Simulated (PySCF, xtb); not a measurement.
C₂H₈SeSi, SMILES [SeH][SiH](C)C. Other conformers were not sampled.

Harmonic wavenumbers (cm⁻¹) from GFN2-xTB (xtb 6.7.1) at its own minimum, in rising order: 23, 106, 115, 136, 152, 193, 326, 539, 590, 654, 699, 756, 795, 826, 835, 843, 1363, 1365, 1469, 1471, 1473, 1476, 2098, 2251, 3026, 3029, 3040, 3044, 3046, 3051.

Q: What does r2SCAN-D4/def2-SVP run with PySCF 2.14.0 give at its own minimum? (Estimate from the structure and the level; the computed values follow.)

A: 138, 162, 165, 186, 187, 219, 369, 573, 611, 658, 692, 765, 766, 854, 881, 894, 1250, 1257, 1420, 1422, 1429, 1436, 2214, 2425, 3030, 3031, 3131, 3132, 3151, 3151. Paired by order, the mean absolute difference is 56 cm⁻¹ and the zero-point energies are 55.5 and 56.6 kcal/mol.
